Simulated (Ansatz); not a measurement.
Cost and result for the atomization energy of `C[CH2][Al][Cl]` radical (9 atoms, 8 bonds).

Z-matrix (Å, degrees):
```
C
C 1 1.525
H 1 1.092 2 111.8
H 1 1.095 2 111.3 3 120.2
H 1 1.092 2 111.7 3 -119.6
Al 2 1.981 1 114.9 3 60.4
H 2 1.097 1 111.3 3 -178.6
H 2 1.097 1 111.5 3 -61.4
Cl 6 2.125 2 116.6 1 3.9
```

Total charge 0; spin multiplicity 2. Geometry: relaxed with PBE0-D4/def2-TZVP. It is one conformer, not always the lowest. Program: Ansatz. Hardware: A = 2 threads of an AMD EPYC 7R13 on a shared host; B = 2 threads of an AMD EPYC 7R13 on a shared host and a share of an NVIDIA H100 80 GB. Times are those of one run each, without the atoms' runs, and a repeat can differ threefold. Electronic energies, without spin–orbit coupling; frozen cores. CCSD(T)/CBS adds CCSD(T) − MP2 in def2-TZVPP to the MP2 limit, and its time is that of the two runs behind it. T1 = 0.012; ⟨S²⟩ of the reference is 0.76. B3LYP takes the VWN-RPA correlation (the form of Gaussian; ORCA's B3LYP/G). HSE06 is the plane-wave form, built on full-range PBE exchange.

CCSD(T)/CBS is a level of theory with its own doubt, some kJ/mol a heavy atom from the limit and from the frozen cores, so smaller differences don't rank the functionals.

```json
{"level": "LDA (SPW92)/def2-TZVPP [A]", "functions": "216", "wall time": "2 s", "atomization (kJ/mol)": "3572.2", "difference from CCSD(T)/CBS": "405.5", "per bond": "50.7"}
{"level": "MP2/def2-QZVPP [B]", "functions": "404", "wall time": "2.7 s", "atomization (kJ/mol)": "3183.8", "difference from CCSD(T)/CBS": "17.1", "per bond": "2.1"}
{"level": "CCSD(T)/def2-TZVPP [B]", "functions": "216", "wall time": "3 s", "atomization (kJ/mol)": "3092.6", "difference from CCSD(T)/CBS": "-74.1", "per bond": "-9.3"}
{"level": "PBE-D4/def2-TZVPP (with forces) [A]", "functions": "216", "wall time": "4.2 s", "atomization (kJ/mol)": "3221.6", "difference from CCSD(T)/CBS": "54.9", "per bond": "6.9"}
{"level": "CCSD(T)/CBS(def2)", "functions": "–", "wall time": "5.7 s", "atomization (kJ/mol)": "3166.7", "difference from CCSD(T)/CBS": "0.0", "per bond": "0.0"}
{"level": "B3LYP-D4/def2-TZVPP (with forces) [A]", "functions": "216", "wall time": "6 s", "atomization (kJ/mol)": "3164.9", "difference from CCSD(T)/CBS": "-1.8", "per bond": "-0.2"}
{"level": "HSE06-D4/def2-TZVPP [A]", "functions": "216", "wall time": "7 s", "atomization (kJ/mol)": "3192.7", "difference from CCSD(T)/CBS": "26.0", "per bond": "3.2"}
{"level": "B2PLYP/def2-TZVPP [A]", "functions": "216", "wall time": "7.5 s", "atomization (kJ/mol)": "3132.9", "difference from CCSD(T)/CBS": "-33.8", "per bond": "-4.2"}
{"level": "CCSD(T)/def2-SVP [A]", "functions": "89", "wall time": "7.5 s", "atomization (kJ/mol)": "3022.3", "difference from CCSD(T)/CBS": "-144.4", "per bond": "-18.1"}
{"level": "PBE-QIDH/def2-TZVPP [A]", "functions": "216", "wall time": "8.6 s", "atomization (kJ/mol)": "3171.4", "difference from CCSD(T)/CBS": "4.7", "per bond": "0.6"}
{"level": "r2SCANh-D4/def2-TZVPP [A]", "functions": "216", "wall time": "9.5 s", "atomization (kJ/mol)": "3185.8", "difference from CCSD(T)/CBS": "19.1", "per bond": "2.4"}
{"level": "ωB97X-V/def2-TZVPP [A]", "functions": "216", "wall time": "14 s", "atomization (kJ/mol)": "3172.3", "difference from CCSD(T)/CBS": "5.6", "per bond": "0.7"}
{"level": "ωB97M-V/def2-TZVPP (with forces) [A]", "functions": "216", "wall time": "18 s", "atomization (kJ/mol)": "3173.9", "difference from CCSD(T)/CBS": "7.2", "per bond": "0.9"}
```

From r2SCAN to r2SCAN0 (25 % exact exchange), in def2-TZVPP and without D4, the atomization energy moves by −31.5 kJ/mol: exact exchange takes away binding that semilocal exchange gives to molecules. In def2-TZVPP, CCSD(T) changes the Hartree–Fock value by +662.0 kJ/mol (the triples alone add +39.9 kJ/mol) and MP2 by +709.5 kJ/mol; breaking electron pairs costs correlation energy, which Hartree–Fock lacks. The D4 term adds +30.1 kJ/mol with B3LYP and +15.8 kJ/mol with PBE0; it sums over pairs of atoms, weighted by their polarisabilities, and B3LYP, whose exchange is more repulsive, gets the larger term.
